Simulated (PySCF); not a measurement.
Al2(mu-Me)2(OH)4, C₂H₁₀Al₂O₄, singlet, GFN2-xTB optimised geometry.

```
18

Al     0.78     0.03     0.00
Al    -1.79     0.03     0.00
C     -0.68     1.81     0.00
H      0.32     1.97     0.43
H     -1.35     2.42     0.62
H     -0.67     2.27    -0.99
O      1.29    -0.12     1.56
H      1.50    -0.29     2.46
O      1.79     0.48    -1.22
H      2.32     0.69    -1.97
C     -0.33    -1.64    -0.61
H     -1.33    -1.93    -0.25
H      0.34    -2.42    -0.23
H     -0.34    -1.73    -1.69
O     -2.30    -0.35     1.52
H     -2.51    -0.50     2.43
O     -2.80     0.03    -1.30
H     -3.33     0.09    -2.08
```

Density from PBE0/def2-SVP (PySCF) at that geometry.

Minimum of the electron density along straight lines between bonded atoms, close to the bond critical point (lines longer than 1.1 times the sum of covalent radii, or with two minima, are not listed):

```csv
bond,length / Å,ρ at the minimum / e bohr⁻³,∇²ρ there / e bohr⁻⁵,position (fraction from the first atom)
Al2–C3,2.093,0.061,0.24,0.39
C3–H4,1.106,0.257,-0.82,0.61
C3–H5,1.095,0.264,-0.92,0.63
C3–H6,1.091,0.270,-0.97,0.63
Al1–O7,1.649,0.103,1.04,0.43
O7–H8,0.943,0.366,-2.57,0.82
Al1–O9,1.647,0.103,1.04,0.44
O9–H10,0.943,0.366,-2.58,0.82
Al1–C11,2.093,0.061,0.24,0.39
C11–H12,1.106,0.257,-0.82,0.61
C11–H13,1.095,0.264,-0.92,0.63
C11–H14,1.091,0.270,-0.97,0.63
Al2–O15,1.649,0.103,1.04,0.43
O15–H16,0.943,0.366,-2.57,0.82
Al2–O17,1.647,0.103,1.04,0.44
O17–H18,0.943,0.366,-2.58,0.82
```
